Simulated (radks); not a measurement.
Values are calculated unless marked as measured or tabulated.
Initial-state core-level shifts of the aluminium ion Al2+ when its valence configuration changes from [Ne] 3s1. Code: a radial shooting solver on a logarithmic mesh with Libxc functionals. Model: scalar-relativistic Kohn-Sham, r2SCAN, spin-unpolarised, spherical densities, finite nucleus; meta-GGA in the generalised Kohn-Sham scheme; Fermi nuclear charge, rms radius 3.061 fm. Shifts are changes of the shell-averaged eigenvalues in eV (positive: less bound); the change of the density at the nucleus, which sets a Mossbauer isomer shift, is in e/bohr^3, on a base of 1501.

\begin{tabular}{lrrrr}
valence & 1s & 2s & 2p & density at nucleus \\ \hline
3p1 & -1.673 & -1.621 & -1.610 & -4.0355 \\
3s0.5 3p0.5 & -0.839 & -0.814 & -0.809 & -2.0499 \\
\end{tabular}
